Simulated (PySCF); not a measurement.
Compound: C6H8NO (doublet state).
Atom-mapped SMILES: `[CH3:1][C:2](=[O:3])[C:4]1[CH:5]=[CH:6][NH:7][CH2:8]1` (hydrogens: H9, H10, H11 on C1; H12 on C5; H13 on C6; H14 on N7; H15, H16 on C8)

Geometry (GFN2-xTB, Å), atoms numbered from 1 in this order:
```xyz
16
C6H8NO angstrom
C      2.4419    0.3763    0.3407
C      1.3869   -0.6565   -0.0070
O      1.6818   -1.8270   -0.2468
C      0.0347   -0.1985   -0.0418
C     -0.5033    1.0723    0.1942
C     -1.8676    1.0125    0.0375
N     -2.2506   -0.2436   -0.2915
C     -1.1098   -1.1154   -0.3732
H      2.2497    0.7895    1.3283
H      2.4252    1.1870   -0.3842
H      3.4214   -0.0932    0.3325
H      0.0480    1.9539    0.4549
H     -2.5898    1.8003    0.1420
H     -3.1940   -0.5412   -0.4594
H     -1.0015   -1.5562   -1.3732
H     -1.1806   -1.9513    0.3356
```

The hyperfine couplings belong to this conformer and change with its torsions.

Method: UKS B3LYP, pcH-1 on C H N O, non-relativistic, mean-field spin-orbit, GIAO (PySCF 2.14.0). Geometry: GFN2-xTB, one conformer, isolated molecule. The geometry wasn't refined by DFT: couplings that depend on bond lengths, twists or pyramidal angles can differ widely from those at the functional's own minimum. The SCF solution wasn't tested for stability.

Task: The isotropic 13C couplings are +32.2, -27.8, -21.3, -17.8, +17.1, -3.6 MHz. Assign them to C1; C2; C4; C5; C6; C8.

Result: 
| site | a_iso (MHz) | ρ(0) (bohr⁻³) | position | distance from C4 (Å) | spin population | largest \|T\| (MHz) |
| --- | --- | --- | --- | --- | --- | --- |
| C1 | -3.6 | -0.0032 | 2 bonds from C4 | 2.50 | 0.00 | 0.7 |
| C2 | -17.8 | -0.0158 | 1 bond from C4 | 1.43 | -0.01 | 3.0 |
| C4 | +32.2 | +0.0287 | largest spin population | 0.00 | +0.41 | 67.4 |
| C5 | -21.3 | -0.0189 | 1 bond from C6 | 1.40 | -0.06 | 3.9 |
| C6 | +17.1 | +0.0152 | a main spin site | 2.26 | +0.29 | 48.4 |
| C8 | -27.8 | -0.0247 | 1 bond from C4 | 1.50 | -0.06 | 0.6 |

Task: Match the computed a_iso(1H) values +114.9, -21.6, -16.6, +3.3, +0.5 MHz (means over equivalent nuclei) with the sites H9/H10/H11; H12; H13; H14; H15/H16.

Result: 
```
      site  a_iso (MHz)  ρ(0) (bohr⁻³)                                         position  distance from C4 (Å)  bound to  spin population there  largest |T| (MHz)
H9/H10/H11         +3.3        +0.0007                                  3 bonds from C4                  2.99        C1                   0.00                3.0
       H12         +0.5        +0.0001                                  2 bonds from C6                  2.21        C5                  -0.06                3.5
       H13        -21.6        -0.0048                                   1 bond from C6                  3.30        C6                  +0.29               13.8
       H14        -16.6        -0.0037  2 bonds from C6, on N7 of spin population +0.17                  3.27        N7                  +0.17               16.7
   H15/H16       +114.9        +0.0257                                  2 bonds from C4                  2.17        C8                  -0.06                3.4
```

ρ(0) is the spin density at the nucleus and T the dipolar tensor; entries for several nuclei are means. The largest Mulliken spin populations are on C4 (+0.41), C6 (+0.29), O3 (+0.18) and N7 (+0.17). Four atoms exceed +0.15. Main spin sites, with 60 % or more of the largest population: C4, C6; positions count bonds from the nearest.

β density exceeds α density at some nuclei, such as C8 (-0.0247), C5 (-0.0189) and C2 (-0.0158), spin density in bohr⁻³. In a single determinant that takes different orbitals for the two spins, that is spin polarisation.

Nuclei that the bonding pattern makes equivalent are averaged, as if the motion that swaps them (rotation, inversion, ring flip) were fast. The three 1H nuclei of mean +3.3 MHz run from -0.7 to 5.4 MHz in the frozen geometry.

C4, the radical centre as drawn in `CC(=O)[C]1C=CNC1`, holds a spin population of +0.41 out of 1.
